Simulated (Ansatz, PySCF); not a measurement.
Molecule: SiCl (charge 0, doublet). 
Structure (B3LYP-D3(BJ)/def2-TZVP (Ansatz, a quantum-chemistry and plane-wave program) minimum search):
```
Si
Cl 1 2.0838
```
Charge 0, spin multiplicity 2.

Dipole moments at this geometry, in debye (magnitudes).

| level | program | dipole (D) |
|---|---|---|
| SVWN5/def2-TZVPD | Ansatz | 0.75 |
| PBE/def2-TZVPD | Ansatz | 0.73 |
| BLYP/def2-TZVPD | Ansatz | 0.79 |
| BP86/def2-TZVPD | PySCF | 0.73 |
| TPSS/def2-TZVPD | PySCF | 0.73 |
| M06-L/def2-TZVPD | PySCF | 0.78 |
| B97M-V/def2-TZVPD | Ansatz | 0.78 |
| PBE0/def2-TZVPD | PySCF | 0.88 |
| TPSSh/def2-TZVPD | PySCF | 0.79 |
| M06-2X/def2-TZVPD | PySCF | 1.08 |
| MN15/def2-TZVPD | PySCF | 0.99 |
| LC-wPBE/def2-TZVPD | Ansatz | 0.97 |
| CCSD(T)/aug-cc-pV(D+d)Z | Ansatz | ? |

**Question.** Some entries are withheld; supply them.

**Answer.** 
- CCSD(T)/aug-cc-pV(D+d)Z, dipole (D): 0.93
